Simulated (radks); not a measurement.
Question: The rubidium ion Rb+, configuration [Ar] 3d10 4s2 4p5.5 5p0.5 (fractional occupations, a model configuration). Calculated with a radial shooting solver on a logarithmic mesh with Libxc functionals: scalar-relativistic Kohn-Sham, PBEsol, spin-polarised, spherical densities, point nucleus; open shells are filled with parallel spins first (spin-orbit coupling, left out, can overturn this in heavy ions). Some entries of the table are withheld. Estimate them.

orbital  occ.  eigenvalue (eV)  <r^2> (bohr^2)
1s up       1        -15033.07        0.002189
1s down     1        -15033.02        0.002189
2s up       1        -2016.813         0.03733
2s down     1        -2016.782         0.03733
2p up       3        -1789.453         0.02945
2p down     3        -1789.405         0.02945
3s up       1        -307.4029          0.2999
3s down     1        -307.3416          0.2999
3p up       3        -234.5032          0.3149
3p down     3        -234.4338          0.3148
3d up       5              (1)          0.3383
3d down     5              (2)          0.3378
4s up       1         -41.2972           2.355
4s down     1         -40.8104           2.356
4p up       3         -25.0191           3.238
4p down   2.5         -24.5359           3.246
5p up     0.5              (3)           32.43

Answer: 
(1) 3d up eigenvalue (eV): -113.8372
(2) 3d down eigenvalue (eV): -113.7547
(3) 5p up eigenvalue (eV): -5.1497
